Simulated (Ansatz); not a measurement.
CH₅NO₃Si, SMILES `N[Si](O)(O)C=O`. Total charge 0; spin multiplicity 1. The structure was optimised at the PBE0-D4/def2-TZVP level. It is one conformer, not always the lowest.

```xyz
11

N     1.125    0.755   -0.803
Si    0.179   -0.240    0.177
O     0.466   -1.841    0.008
O     0.340    0.023    1.793
C    -1.604    0.171   -0.392
O    -1.819    0.981   -1.265
H     0.661    1.269   -1.536
H     2.112    0.646   -0.956
H     0.530   -2.350    0.818
H     0.482    0.931    2.067
H    -2.472   -0.344    0.088
```

**Question.** What is the dipole moment at ωB97M-V/def2-TZVPP? (An estimate is asked.)

**Answer.** Computed: 2.38 D, with components (1.66, -0.02, 1.70) D in this frame, pointing from negative to positive charge.

**Question.** And with PBE, r2SCAN, B3LYP? (Estimate.)

**Answer.** The calculation gave: PBE 2.31 D, r2SCAN 2.39 D, B3LYP 2.37 D.

**Question.** Give the Mulliken charges with ωB97M-V, B3LYP, PBE in def2-TZVPP. (Best estimate.)

**Answer.** Ansatz gave: 
```tsv
atom	ωB97M-V	B3LYP	PBE
N1	-0.36	-0.40	-0.39
Si2	0.67	0.68	0.53
O3	-0.38	-0.40	-0.36
O4	-0.38	-0.40	-0.35
C5	0.03	0.04	0.04
O6	-0.28	-0.27	-0.23
H7	0.14	0.16	0.17
H8	0.12	0.15	0.16
H9	0.19	0.20	0.20
H10	0.19	0.20	0.20
H11	0.07	0.05	0.04
```

B3LYP here is the variant with VWN-RPA as its local correlation; programs differ in this.
